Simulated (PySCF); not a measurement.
CH6Si, charge +1, doublet, at a GFN2-xTB geometry (a state made from the parent by changing its charge; the spin is typed, not shown lowest), with bond 6-2 at 1.3 times its length; R2SCAN/3-21G (PySCF).

The PySCF input:
```python
from pyscf import gto, scf, dft

mol = gto.M(
    atom='''
Si   -0.660717    0.061188    0.050892
C     1.284833   -0.120388   -0.094278
H    -0.925106   -1.153869   -0.765981
H    -0.612618    1.548184    0.042261
H    -1.855405   -0.066111    0.938367
H     1.645586   -1.461413    0.178531
H     1.758785    0.546735    0.623686
H     1.613042    0.142707   -1.100732
''',
    basis='3-21g',
    charge=1,
    spin=1,
    verbose=4,
)

mf = dft.UKS(mol)
mf.xc = 'r2scan'
mf.init_guess = '1e'
mf = mf.newton()
mf.kernel()
mf.analyze()
```

The log (banner, timings and long lists left out):

```
PySCF version 2.14.0

[INPUT] verbose = 4
[INPUT] num. atoms = 8
[INPUT] num. electrons = 25
[INPUT] charge = 1
[INPUT] spin (= nelec alpha-beta = 2S) = 1
[INPUT] symmetry False subgroup None
[INPUT] Mole.unit = angstrom
[INPUT] Symbol           X                Y                Z      unit          X                Y                Z       unit  Magmom
[...]
nuclear repulsion = 60.5948344737561
number of shells = 24
number of NR pGTOs = 60
number of NR cGTOs = 34
basis = 3-21g
ecp = {}

******** <class 'pyscf.soscf.newton_ah.SecondOrderUKS'> ********
method = SecondOrderUKS
initial guess = 1e
damping factor = 0
level_shift factor = 0
DIIS = <class 'pyscf.scf.diis.CDIIS'>
diis_start_cycle = 1
diis_space = 8
diis_damp = 0
SCF conv_tol = 1e-09
SCF conv_tol_grad = None
SCF max_cycles = 50
direct_scf = True
direct_scf_tol = 1e-13
number electrons alpha = 13  beta = 12
XC library pyscf.dft.libxc version 7.1.2
    S. Lehtola, C. Steigemann, M. J. T. Oliveira, and M. A. L. Marques,  SoftwareX 7, 1–5 (2018)
XC functionals = r2scan
    J. W. Furness, A. D. Kaplan, J. Ning, J. P. Perdew, and J. Sun,  J. Phys. Chem. Lett. 11, 8208–8215 (2020)
    J. W. Furness, A. D. Kaplan, J. Ning, J. P. Perdew, and J. Sun,  J. Phys. Chem. Lett. 11, 9248–9248 (2020)
    J. W. Furness, A. D. Kaplan, J. Ning, J. P. Perdew, and J. Sun,  J. Phys. Chem. Lett. 11, 8208–8215 (2020)
    J. W. Furness, A. D. Kaplan, J. Ning, J. P. Perdew, and J. Sun,  J. Phys. Chem. Lett. 11, 9248–9248 (2020)
radial grids:
    Treutler-Ahlrichs [JCP 102, 346 (1995); DOI:10.1063/1.469408] (M4) radial grids

becke partition: Becke, JCP 88, 2547 (1988); DOI:10.1063/1.454033
pruning grids: <function nwchem_prune>
grids dens level: 3
symmetrized grids: False
atomic radii adjust function: <function treutler_atomic_radii_adjust>
small_rho_cutoff = 0
******** <class 'pyscf.dft.uks.UKS'> Newton solver flags ********
SCF tol = 1e-09
conv_tol_grad = None
max. SCF cycles = 50
direct_scf = True
direct_scf_tol = 1e-13
max_cycle_inner = 12
max_stepsize = 0.05
ah_start_tol = 1e+09
ah_level_shift = 0
ah_conv_tol = 1e-12
ah_lindep = 1e-14
ah_start_cycle = 1
ah_max_cycle = 40
ah_grad_trust_region = 2.5
kf_interval = 4
kf_trust_region = 5
canonicalization = True
Set conv_tol_grad to 3.16228e-05
Initial guess from hcore.

tot grids = 92152
Initial guess E= -324.715606342801  |g|= 2.06083
macro= 0  E= -328.401764303319  delta_E= -3.68616  |g|= 0.671745  3 KF 15 JK
[...]
converged SCF energy = -328.919577340323  <S^2> = 0.75446598  2S+1 = 2.004461
Total Energy =                        -328.919577340322860
[...]

 ** Mulliken spin pop alpha/beta on meta-lowdin orthogonal AOs **
 ** Mulliken Spin Density (per AO)  **
spin_pop of  0 Si 1s        0.00000
spin_pop of  0 Si 2s        0.00000
spin_pop of  0 Si 3s       -0.01326
spin_pop of  0 Si 4s       -0.00004
spin_pop of  0 Si 2px      -0.00001
spin_pop of  0 Si 2py      -0.00001
spin_pop of  0 Si 2pz       0.00000
spin_pop of  0 Si 3px       0.01252
spin_pop of  0 Si 3py      -0.00922
spin_pop of  0 Si 3pz       0.20124
spin_pop of  0 Si 4px       0.00201
spin_pop of  0 Si 4py       0.00146
spin_pop of  0 Si 4pz       0.00308
spin_pop of  1 C 1s       -0.00001
spin_pop of  1 C 2s        0.01615
spin_pop of  1 C 3s        0.00023
spin_pop of  1 C 2px       0.26343
spin_pop of  1 C 2py       0.01322
spin_pop of  1 C 2pz       0.01176
spin_pop of  1 C 3px       0.00026
spin_pop of  1 C 3py       0.00004
spin_pop of  1 C 3pz       0.00000
spin_pop of  2 H 1s        0.14647
spin_pop of  2 H 2s        0.00027
spin_pop of  3 H 1s        0.17065
spin_pop of  3 H 2s        0.00034
spin_pop of  4 H 1s        0.12173
spin_pop of  4 H 2s        0.00027
spin_pop of  5 H 1s        0.05898
spin_pop of  5 H 2s        0.00016
spin_pop of  6 H 1s        0.01084
spin_pop of  6 H 2s        0.00016
spin_pop of  7 H 1s       -0.01281
spin_pop of  7 H 2s        0.00007
 ** Mulliken Spin Density (per atom)  **
spin density of  0 Si =      0.19777
spin density of  1 C =      0.30510
spin density of  2 H =      0.14674
spin density of  3 H =      0.17100
spin density of  4 H =      0.12200
spin density of  5 H =      0.05914
spin density of  6 H =      0.01099
spin density of  7 H =     -0.01274
 ** Mulliken pop alpha/beta on meta-lowdin orthogonal AOs **
 ** Mulliken pop       alpha | beta **
[...]
In total            13.00000 | 12.00000
 ** Mulliken atomic charges   ( Nelec_alpha | Nelec_beta ) **
charge of  0Si =      0.60483  (     6.79647      6.59870 )
charge of  1C =     -0.36294  (     3.33402      3.02892 )
charge of  2H =      0.06981  (     0.53847      0.39172 )
charge of  3H =      0.07693  (     0.54703      0.37604 )
charge of  4H =      0.06384  (     0.52908      0.40708 )
charge of  5H =      0.18373  (     0.43770      0.37856 )
charge of  6H =      0.17890  (     0.41605      0.40506 )
charge of  7H =      0.18490  (     0.40118      0.41392 )

WARN: System has nonzero charge 1; the dipole moment is origin-dependent.
Location of origin: [0. 0. 0.]

Dipole moment(X, Y, Z, Debye): -0.18498, -0.09438,  0.06019
```
